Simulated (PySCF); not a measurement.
CH₁₁NSi₄.

```xyz
17

Si     3.0117    -0.6414    -0.3795
N      1.6750    -0.4338    -1.5054
C      0.4528    -0.1692    -1.2703
Si    -0.4154     0.1101     0.4265
Si    -2.1368    -1.4735     0.6476
Si    -1.3674     2.2580     0.4250
H      4.2371    -0.9460    -1.1653
H      3.2439     0.6093     0.4100
H      2.7484    -1.7759     0.5613
H     -0.2304    -0.0808    -2.1492
H      0.5852    -0.0299     1.5315
H     -2.9262    -1.2187     1.8913
H     -3.0482    -1.3535    -0.5322
H     -1.5847    -2.8613     0.6943
H     -0.3120     3.3110     0.3231
H     -2.1610     2.4798     1.6723
H     -2.2822     2.3726    -0.7527
```
Charge 0, spin multiplicity 1.

Geometry optimised at r2SCAN-D4/def2-SVP. The structure was generated by enumeration; whether it is a known compound was not checked. One conformer was computed; it need not be the lowest.

Level of theory: KT2/pcSseg-1 (PySCF). Non-relativistic, no solvent.

Computed absolute GIAO shielding of each atom: isotropic value and principal components (ppm):
```
atom  σ(iso)     σ11     σ22    σ33   span
----  ------  ------  ------  -----  -----
Si1    424.5   372.6   428.4  472.6  100.1
N2    -194.3  -716.5  -141.0  274.7  991.2
C3     -11.3  -123.4   -21.4  111.1  234.5
Si4    456.4   432.1   437.0  500.0   67.9
Si5    470.8   460.6   471.6  480.1   19.5
Si6    470.8   460.6   471.6  480.1   19.5
H7      25.9    23.5    24.3   30.0    6.5
H8      26.2    22.9    26.6   29.1    6.2
H9      26.2    22.9    26.6   29.1    6.2
H10     20.9    16.2    20.2   26.4   10.2
H11     26.8    23.5    26.0   31.1    7.5
H12     27.6    24.4    25.7   32.6    8.2
H13     27.4    24.3    25.8   32.1    7.9
H14     27.4    23.8    25.5   33.0    9.2
H15     27.4    23.8    25.5   33.0    9.2
H16     27.6    24.4    25.7   32.6    8.2
H17     27.4    24.3    25.8   32.1    7.9
```
